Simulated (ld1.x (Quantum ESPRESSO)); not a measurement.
Ranking PAW potentials for ruthenium

All share these settings but for the change named:

ld1.x (Quantum ESPRESSO) 7.5 input, shortened:

```
&input
   title='Ru', zed=44., rel=1, dft='PBE', iswitch=3,
   config='[Kr] 4d7 5s1 5p0'
 /
 &inputp
   pseudotype=3, lpaw=.true., tm=.true., lloc=-2, rcloc=3.50,
   nlcc=.true., new_core_ps=.true., rcore=0.75,
   which_augfun='PSQ', rmatch_augfun_nc=.true.
 /
6
5S  1  0   1.00   0.00  2.10  2.85  0.0
5S  1  0   0.00   2.65  2.10  2.85  0.0
5P  2  1   0.00   0.00  3.75  4.30  0.0
5P  2  1   0.00   0.80  3.75  4.30  0.0
4D  3  2   7.00   0.00  1.30  1.50  0.0
4D  3  2   0.00   0.25  1.30  1.50  0.0
 &test
   configts(1)='4d7 5s1 5p0'
 /
```

Cutoff: the first of the cutoffs (Ry, on a coarse ladder) from which the occupation-weighted sum of valence levels, in a spherical-Bessel basis at the reference potential, stays within 10 and 1 mRy of its value at 400 Ry; the density cutoff is not measured.

The base gives 45 Ry.

Of 5 variants that were run, those that failed, showed a ghost or another fault, or gave nearly equal values are left out.

A variant can come out equal or close to the base.

(1) Rank these variants from softest to hardest (loose cutoff).
A. all radii but the core radius scaled by about 0.88 (s 2.50, p 3.78, d 1.32 bohr, rcut 1.84/3.30/1.14); local potential all-electron potential smoothed inside 3.08 bohr (lloc = -2)
B. all radii but the core radius scaled by about 1.21 (s 3.46, p 5.22, d 1.82 bohr, rcut 2.56/4.56/1.58); local potential all-electron potential smoothed inside 4.26 bohr (lloc = -2)
C. all radii but the core radius scaled by about 1.33 (s 3.80, p 5.74, d 2.00 bohr, rcut 2.80/5.00/1.74); local potential all-electron potential smoothed inside 4.66 bohr (lloc = -2)
D. all radii but the core radius scaled by about 1.12 (s 3.18, p 4.82, d 1.68 bohr, rcut 2.34/4.20/1.46); local potential all-electron potential smoothed inside 3.92 bohr (lloc = -2)

Answers

(1) C (30 Ry), B (35 Ry), D (40 Ry), A (60 Ry).
